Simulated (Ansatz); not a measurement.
Geometry optimisation, UKS PBE/def2-SVP (Ansatz).

Input:

```yaml
crystal:
  periodic: [false, false, false]
  atoms:
    - { symbol: Ga, position_ang: [0.016889, -0.315212, -0.155061] }
    - { symbol: Cl, position_ang: [0.267599, -0.711284, 2.015148] }
    - { symbol: O, position_ang: [1.440694, -0.139558, -1.216619] }
    - { symbol: H, position_ang: [2.237414, -0.383231, -0.70399] }
    - { symbol: O, position_ang: [-1.62788, -0.164807, -0.833687] }
    - { symbol: H, position_ang: [-2.273088, -0.278981, -0.111521] }
    - { symbol: "N", position_ang: [0.256897, -0.215205, 4.905733] }
    - { symbol: H, position_ang: [-0.771696, -0.408672, 4.94704] }
    - { symbol: H, position_ang: [0.243371, 0.818349, 4.736557] }
magnetization:
  spin_polarized: true
  initial_magnetization: 1
basis:
  gaussian: { orbitals: def2-SVP }
hamiltonian:
  xc: pbe
relax:
  f_tol: 0.03
  max_steps: 50
```

Command:

```bash
$ ansatz run input.yaml --threads 4 --pin off --max-ram 5120MiB --backend cpu --events-out ev --progress --plain --runs-dir out
```

Where does it end, and by what steps?

The run converged. The force dipped under the threshold on the way, but the program's further checks kept it going. After 9 steps the energy has fallen by 0.031 eV; N7 moved furthest, 0.22 Å.

| step | energy less start (eV) | largest force component (eV/Å) | accepted |
| --- | --- | --- | --- |
| 0 | 0.0000 | 0.652 | yes |
| 1 | 0.0447 | 1.396 | no |
| 2 | -0.0232 | 0.279 | yes |
| 3 | -0.0231 | 0.179 | no |
| 4 | -0.0292 | 0.071 | yes |
| 5 | -0.0301 | 0.035 | yes |
| 6 | -0.0305 | 0.021 | yes |
| 7 | -0.0268 | 0.331 | no |
| 8 | -0.0306 | 0.094 | yes |
| 9 | -0.0310 | 0.024 | yes |

```xyz
9
Properties=species:S:1:pos:R:3
Ga 0.012 -0.346 -0.124
Cl 0.281 -0.786 1.984
O 1.420 -0.167 -1.208
H 2.254 -0.306 -0.721
O -1.619 -0.140 -0.822
H -2.309 -0.272 -0.145
N 0.217 -0.159 5.116
H -0.768 -0.398 4.856
H 0.301 0.775 4.649
```

Whether the end is a true minimum wasn't checked by a vibrational analysis.

Run time: 22 s on 4 threads of Arm Neoverse V2, with other jobs on the host, peak memory 0.2 GiB.
